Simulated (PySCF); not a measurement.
C2H6Cl2Si, SMILES C[Si](C)(Cl)Cl. Heavy atoms are numbered as in [CH3:1][Si:2]([CH3:3])([Cl:4])[Cl:5]. Hydrogens are named by the atom that carries them.

Coordinates come from a r2SCAN-D4/def2-SVP optimisation. The isomer is the one that the SMILES or the coordinates give; other isomers of the formula were not compared.

Computed with PySCF with HF/def2-TZVP.

Atomic charges (e), one atom of each kind:

| atom | Mulliken | Löwdin |
|---|---|---|
| C1 (CH3) | -0.49 | ? |
| Si2 | 0.83 | ? |
| Cl4 | -0.33 | ? |
| H on C1 | 0.13 | ? |

Question: Some entries are withheld; supply them. (The exact figures need the calculation; the answer reports its results.)

Answer: 
- C1 (CH3), Löwdin: -0.43
- Si2, Löwdin: -0.29
- Cl4, Löwdin: 0.19
- H on C1, Löwdin: 0.13

Question: Give the Mayer and Wiberg (Löwdin basis) orders of the bonds. (Estimate from the structure and the level; the computed values follow.)

Answer: 
```tsv
bond	Mayer	Wiberg
C1–Si2	1.02	1.20
Si2–C3	1.02	1.20
Si2–Cl4	1.05	1.71
Si2–Cl5	1.05	1.71
```
